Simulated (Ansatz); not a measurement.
A made-up structure of C2H5Te (charge +1), singlet:

C1  (-0.037, 0.889, -0.187)
C2  (-0.187, -0.295, -0.012)
Te3  (1.309, -1.096, 0.696)
H4  (-0.900, 1.296, 0.432)
H5  (-0.267, 0.961, -1.298)
H6  (0.997, 1.344, 0.103)
H7  (-1.201, -0.786, -0.290)
H8  (0.286, -2.312, 0.555)
(Å)

It is relaxed with PBE-D4/def2-SVP and then PBE0-D4/def2-TZVP (Ansatz 0.2.0). Atoms count as bonded within 1.22 times the sum of their covalent radii (H–H: 0.88 Å). The end point is not checked to be a true minimum.

(1) Does its bonding change? (A judgement: the text doesn't fix the answer.)

## Answers

(1) Computed: Yes. Formed: none; broken: C1–Te3.

Where it ends: The first stage lowers the energy by 3.55 eV in 7 steps. It ends as C₂H₅Te ([CH3][CH][TeH]), total charge +1:
C1  (-0.086, 1.086, -0.243)
C2  (-0.159, -0.345, 0.009)
Te3  (1.297, -1.442, 0.757)
H4  (-0.909, 1.578, 0.298)
H5  (-0.321, 1.266, -1.303)
H6  (0.861, 1.557, 0.013)
H7  (-1.087, -0.860, -0.232)
H8  (0.404, -2.841, 0.701)
(Å)

Labels in which every atom is bracketed show which atoms are joined, not bond orders.

For scale, one of the runs: PBE0-D4/def2-TZVP relaxation, 142 basis functions, launched by `ansatz run in.yaml --threads 2 --pin off --events-out ev --progress --plain --max-ram 4352MiB`. The run took about 25 s on 2 CPU threads of an Arm Neoverse V1 (shared host).
